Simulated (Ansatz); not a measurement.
Ansatz (a program for electronic structure) input (CCSD(T)/def2-SVPD):

Ansatz 0.2 input:
```yaml
crystal:
  periodic: [false, false, false]
  atoms:
    - {symbol: Au, position_ang: [-0.00000000, -0.00000000, -0.39913160]}
    - {symbol: Cl, position_ang: [0.00000000, 0.00000000, 1.85478802]}
basis:
  gaussian:
    orbitals: def2-SVPD
total_charge: 1
magnetization: {spin_polarized: true, initial_magnetization: 1}
correlation: {method: ccsd_t, electrons: outside_noble_gas}
```

End of the output:

```
mean field evaluation 736: about -16154.0220 eV, gradient 1.9e-1 eV
mean field evaluation 768: about -16156.9936 eV, gradient 3.4e-2 eV
mean field evaluation 800: about -16156.1491 eV, gradient 1.5e-2 eV
mean field evaluation 832: about -16155.4444 eV, gradient 6.2e-3 eV
mean field evaluation 864: about -16155.6185 eV, gradient 9.4e-4 eV
mean field evaluation 896: about -16154.8498 eV, gradient 8.7e0 eV
mean field evaluation 928: about -16158.8182 eV, gradient 2.9e0 eV
mean field evaluation 960: about -16158.3290 eV, gradient 4.1e-3 eV
mean field evaluation 992: about -16154.5343 eV, gradient 1.5e1 eV
mean field evaluation 1024: about -16155.6185 eV, gradient 1.6e-2 eV
mean field evaluation 1056: about -16155.1635 eV, gradient 2.1e0 eV
mean field evaluation 1088: about -16155.3189 eV, gradient 8.1e-3 eV
mean field evaluation 1120: about -16154.7501 eV, gradient 1.8e-1 eV
mean field -16158.97671375 eV, -593.8314412823 hartree, gradient 1.4e-6 eV, S^2 0.760831; 17 other end points of the search recorded, 0 dependent functions left out
determinant -16158.97671375 eV, -593.8314412823 hartree, with singles and doubles -16169.00882146 eV, -594.2001144408 hartree
determinant -16158.32899426 eV, -593.8076380304 hartree, with singles and doubles -16168.47123498 eV, -594.1803585022 hartree
determinant -16156.99367788 eV, -593.7585660584 hartree, with singles and doubles -16167.02201402 eV, -594.1271006141 hartree
determinant -16156.14917884 eV, -593.7275312910 hartree, with singles and doubles -16165.78980037 eV, -594.0818175979 hartree
determinant -16155.67653766 eV, -593.7101620483 hartree, with singles and doubles -16165.44488187 eV, -594.0691420766 hartree
determinant -16155.62365959 eV, -593.7082188149 hartree, with singles and doubles -16165.38238894 eV, -594.0668455039 hartree
determinant -16155.61845902 eV, -593.7080276976 hartree, with singles and doubles -16165.26184452 eV, -594.0624155781 hartree
determinant -16158.97671375 eV, -593.8314412823 hartree, with singles and doubles -16169.02568932 eV, -594.2007343233 hartree
determinant -16158.32899426 eV, -593.8076380304 hartree, with singles and doubles -16168.47539193 eV, -594.1805112672 hartree
9 core orbitals not correlated
reference -16158.97671375 eV, -593.8314412823 hartree; 9, 8 occupied and 44, 45 virtual orbitals, 572 factors
second order -9.78888604 eV of doubles, -0.00000000 eV of singles
coupled cluster: 0.18 GiB planned
cycle   1  -10.04897629 eV  change   -7.2e-7 eV  update   2.2e-6
perturbative correction -0.24848811 eV, -0.0091317695 hartree
Total energy: -16169.27417814 eV, -594.2098661191 hartree
```

This state (charge 1, doublet) is run at the relaxed geometry of the species with charge 0 and multiplicity 1.
